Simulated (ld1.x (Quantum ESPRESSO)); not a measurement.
## u(r) = r·R(r): atom against pseudo-atom (scandium (Sc))

Columns: radius, all-electron u(r) and pseudo u(r) of the 4s shell (level -4.54 eV) of scandium in the configuration [Ar] 3d1 4s1.5 4p0.5; PBE, scalar-relativistic, ultrasoft scheme, ld1.x (Quantum ESPRESSO) 7.5.

```tsv
r (bohr)	all-electron	pseudo
0.208	-0.1486	-0.0455
0.415	0.0027	-0.0913
0.622	0.2049	-0.1380
0.830	0.2552	-0.1859
1.038	0.1835	-0.2348
1.245	0.0548	-0.2840
1.453	-0.0871	-0.3334
1.660	-0.2177	-0.3813
1.868	-0.3281	-0.4271
2.075	-0.4149	-0.4689
2.282	-0.4798	-0.5055
2.490	-0.5256	-0.5356
2.698	-0.5552	-0.5578
2.905	-0.5709	-0.5711
3.113	-0.5751	-0.5751
3.320	-0.5700	-0.5700
3.528	-0.5572	-0.5572
3.735	-0.5387	-0.5387
3.943	-0.5157	-0.5157
4.150	-0.4897	-0.4897
4.358	-0.4617	-0.4617
4.565	-0.4327	-0.4327
4.773	-0.4033	-0.4033
4.980	-0.3742	-0.3742
5.188	-0.3458	-0.3458
5.395	-0.3185	-0.3185
```

How many radial nodes do the two functions have?

The all-electron 4s function has n − l − 1 = 3 (the table is too coarse to show those close to the nucleus); the pseudo-wave has 0, since the states of the same l below it are removed with the core.

At about which radius was the pseudo-wave matched?

3.10 bohr, where the columns begin to agree (steps of 0.21 bohr).

Is the pseudo-wave norm-conserving?

No, it belongs to an ultrasoft set: the norm inside the radius is not constrained, and the difference is carried by the augmentation charge.
